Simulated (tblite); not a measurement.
Run record: tight-binding relaxation, `C=C[C@@]([SiH3])([SeH])[SiH2]NC`.

Computed with GFN2-xTB geometry optimisation, gas phase (tblite 0.8.0). Start geometry: from a force field or distance geometry. The command runs a driver script over a list of jobs; the input below is this job's line of settings and its coordinates in Å.

Command:
```bash
OMP_NUM_THREADS=1 python probes_run.py task.json out
```

Input:
```
{"job": {"kind": "relax", "xc": "GFN2-xTB", "basis": "xTB"}, "charge": 0, "multiplicity": 1}
C     -1.546400     1.962600    -0.964700
C     -1.486100     1.034000    -0.019300
C     -1.072700    -0.403900    -0.299700
Si    -1.202600    -1.434800     1.245200
Se    -2.260600    -1.187600    -1.641400
Si     0.686000    -0.490700    -0.921300
N      1.796700     0.255800     0.286800
C      3.178500     0.178200    -0.186900
H     -1.844300     2.975000    -0.707500
H     -1.328700     1.731800    -1.994200
H     -1.731900     1.321900     1.005400
H     -2.588000    -1.422300     1.755700
H     -0.309200    -0.895000     2.292800
H     -0.810900    -2.829400     0.949300
H     -3.516300    -0.853400    -0.817600
H      1.061100    -1.896200    -1.115800
H      0.807900     0.232200    -2.193000
H      1.538100     1.258700     0.355800
H      3.481600    -0.884700    -0.301500
H      3.294900     0.713100    -1.152200
H      3.844000     0.651500     0.558000
```

Task: Estimate the output.

Result: 
```
step      E/eV     max force
  0    -672.05833    1.748
  1    -672.22067    1.020
  2    -672.30079    0.731
  3    -672.32263    0.565
  4    -672.34778    0.453
  5    -672.36616    0.469
  6    -672.39277    0.477
  7    -672.41055    0.356
  8    -672.42412    0.243
  9    -672.43470    0.230
... (146 lines left out)
156    -672.57276    0.019
157    -672.57282    0.017
158    -672.57285    0.012
159    -672.57288    0.012
160    -672.57290    0.012
161    -672.57292    0.014
162    -672.57295    0.015
163    -672.57298    0.013
164    -672.57301    0.010
165    -672.57302    0.009
```

«max force» is the largest atomic force in eV/Å.

Task: From which step on does the largest force stay under 0.1 eV/Å, and how much energy is left to gain from there?

Result: From step 86 (0.082 eV/Å), 16.8 meV above the end.

Main results: energy lowered by 11.9 kcal/mol over 165 steps; largest atomic force 0.009 eV/Å at the end.

On an Arm Neoverse V1 with one thread, no GPU (shared host), this took 1.8 s of wall time.
Labels such as C1 count atoms from 1, the log's own numbers from 0.
